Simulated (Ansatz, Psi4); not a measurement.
**A small benchmark: atomisation enthalpy at 298 K**

10 molecules without hydrogen; the atomisation enthalpy at 298 K in kJ/mol, computed less measured. Shapes, held fixed at every level: PBE0-D4/def2-TZVP. Thermal terms are harmonic and unscaled (PBE0-D4/def2-TZVP); the spin-orbit lowering of the free atoms is taken from their spectra. Programs: Ansatz 0.2.0, Psi4 1.11. Measured values: Active Thermochemical Tables, CRC Handbook of Chemistry and Physics, NIST-JANAF tables.

Levels: A = HF/STO-3G; B = wB97M-V/def2-TZVPP; C = MP2/def2-SVP; D = CCSD/def2-TZVPP.

```tsv
molecule	from tabulated heats	A	B	C	D
Cl2 (chlorine)	243	-180	+3	-69	-45
SF2 (sulfur difluoride)	732	-569	+9	-112	-89
NOF (nitrosyl fluoride)	867	-910	+28	-37	-99
SiO2 (silicon dioxide molecule)	1254	-1103	-38	-101	-141
AsF3 (arsenic trifluoride)	1326	-903	+21	-88	-83
B(BO)O (diboron dioxide)	2095	-489	+10	+69	-133
BBr2Cl (SMILES ClB(Br)Br)	1187	-63	+1	+6	-76
BF3 (boron trifluoride)	1944	-515	-1	+32	-83
SO3 (sulfur trioxide)	1420	-2255	-13	-239	-178
SClO2F (sulfuryl chloride fluoride)	1533	-2174	-3	-279	-187
```

**Question.** Which level does best on this set, which worst, and which err to one side?

**Answer.** 
```json
{"level": "HF/STO-3G", "kind": "Hartree–Fock", "mean error": "-916.1", "mean absolute error": "916.1", "worst case": "SO3"}
{"level": "wB97M-V/def2-TZVPP", "kind": "range-separated hybrid", "mean error": "+1.7", "mean absolute error": "12.7", "worst case": "SiO2"}
{"level": "MP2/def2-SVP", "kind": "perturbation theory", "mean error": "-81.8", "mean absolute error": "103.2", "worst case": "SClO2F"}
{"level": "CCSD/def2-TZVPP", "kind": "coupled cluster or CI", "mean error": "-111.4", "mean absolute error": "111.4", "worst case": "SClO2F"}
```

On this set wB97M-V/def2-TZVPP has the smallest mean absolute error and HF/STO-3G the largest. HF/STO-3G is too low in 10 of 10; MP2/def2-SVP is too low in 7 of 10; CCSD/def2-TZVPP is too low in 10 of 10. The heats of SF2 (sulfur difluoride) come from older tables and can be uncertain by 10 kJ/mol or more. Heats of the atoms come from ATcT where it has them, that of boron, 570 kJ/mol, from recent work. The levels differ in basis as well as in method. With so many references in doubt the order of the levels isn't settled. The tabulated values of NOF, SiO2, AsF3, B(BO)O, BBr2Cl, SClO2F are in doubt (older tables, estimates, or at odds with other calculations) and kept here. Over the 4 molecules whose values aren't doubted the mean absolute errors are A 879.8; B 6.5; C 113.0; D 98.8. Where a negative error exceeds the measured value, the molecule comes out unbound. Hartree–Fock lacks correlation and underbinds. Correlated wave functions converge slowly with the basis. CCSD also lacks the triples, which bind further. T1 is large for SiO2 (0.024), B(BO)O (0.022), so single-reference values are less sure there. Relativity is left out for As, Br. Outer-core shells of As, Br are correlated, in sets that cover them unevenly. The set is small.
